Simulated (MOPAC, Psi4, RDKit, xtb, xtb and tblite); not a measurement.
Two geometries of SMILES CC[SiH2]OC (C₃H₁₀OSi), relaxed at GFN2-xTB with one dihedral held; other torsions can differ between them too.

Structure A

```
15

C     -2.5061    -0.4706    -0.0421
C     -1.2558     0.1502     0.5642
Si     0.2829    -0.2285    -0.4676
O      1.4652     0.5189     0.3554
C      2.8204     0.5658     0.0366
H     -2.6736    -0.0901    -1.0468
H     -3.3870    -0.2470     0.5580
H     -2.4041    -1.5511    -0.1069
H     -1.3978     1.2285     0.6482
H     -1.1295    -0.2234     1.5813
H      0.5427    -1.6721    -0.5702
H      0.1782     0.2984    -1.8364
H      3.3301     1.1509     0.8028
H      3.2476    -0.4393     0.0066
H      2.9744     1.0354    -0.9378
```

Structure B

```
15

C      2.5157    -0.4807    -0.0568
C      1.2496     0.1211     0.5439
Si    -0.3098    -0.2231    -0.4806
O     -1.0701    -1.3670     0.3853
C     -2.2805    -1.9939     0.0921
H      2.6987    -0.0730    -1.0485
H      3.3822    -0.2614     0.5659
H      2.4247    -1.5608    -0.1444
H      1.3886     1.1988     0.6319
H      1.1205    -0.2628     1.5564
H      0.0011    -0.7084    -1.8321
H     -1.1566     0.9698    -0.6265
H     -2.4973    -2.7038     0.8912
H     -2.2224    -2.5283    -0.8591
H     -3.0905    -1.2634     0.0289
```

Question: Which is lower in energy at the level B3LYP-D3(BJ)/def2-TZVP // GFN2-xTB run with Psi4, and by how much?

Answer: A is lower, by 0.94 kcal/mol (dihedral C1–C2–Si3–O4: 180° in A, 105° in B).

E(B) − E(A) in kcal/mol at the other levels, on the same two geometries: GFN2-xTB (xtb and tblite) 1.34; MMFF94 // GFN2-xTB (RDKit) 1.21; B3LYP/def2-TZVP // GFN2-xTB (Psi4) 0.94; PBE/def2-TZVP // GFN2-xTB (Psi4) 0.90; PBE-D3(BJ)/def2-TZVP // GFN2-xTB (Psi4) 0.89; UFF // GFN2-xTB (RDKit) 1.89; PM7, restricted, heats of formation // GFN2-xTB (MOPAC) 0.48; PM3, restricted, heats of formation // GFN2-xTB (MOPAC) 0.64; GFN1-xTB // GFN2-xTB (xtb) 0.76.

MMFF94 has few fitted parameters for silicon.
